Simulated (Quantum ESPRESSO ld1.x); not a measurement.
Species: Ti I. Configuration: [Ar] 3d2.5 4s1.5 (fractional occupations, a model configuration). Method: scalar-relativistic Kohn-Sham, exchange-only LDA, spin-polarised, spherical densities, point nucleus; open shells are filled with parallel spins first; computed with ld1.x of Quantum ESPRESSO 7.5.

Normalised radial functions P(r) = r R(r), r in bohr:

| r | 3s up | 3p down |
|---|---|---|
| 0.002614 | 0.0566 | 0.0009 |
| 0.003962 | 0.0828 | 0.0019 |
| 0.006006 | 0.1192 | 0.0042 |
| 0.009104 | 0.1673 | 0.0092 |
| 0.0138 | 0.2258 | 0.0199 |
| 0.02092 | 0.2857 | 0.0418 |
| 0.03171 | 0.3238 | 0.0848 |
| 0.04807 | 0.2963 | 0.1623 |
| 0.07287 | 0.1462 | 0.2843 |
| 0.1105 | -0.1498 | 0.4339 |
| 0.1675 | -0.4832 | 0.5275 |
| 0.2538 | -0.5534 | 0.4034 |
| 0.3848 | -0.0769 | -0.0611 |
| 0.5833 | 0.7269 | -0.6986 |
| 0.8842 | 1.1048 | -1.0251 |
| 1.34 | 0.7506 | -0.7868 |
| 2.032 | 0.2472 | -0.3342 |
| 3.08 | 0.0340 | -0.0715 |
| 4.632 | 0.0015 | -0.0065 |
| 7.021 | 0.0000 | -0.0002 |
| 10.64 | 0.0000 | 0.0000 |

3s up: eigenvalue -59.950 eV, 2 radial nodes at r = 0.0915, 0.401 bohr, <r> = 1.01 bohr, 90 % of the charge inside 1.52 bohr. 3p down: eigenvalue -34.312 eV, 1 radial node at r = 0.369 bohr, <r> = 1.09 bohr, 90 % of the charge inside 1.70 bohr.
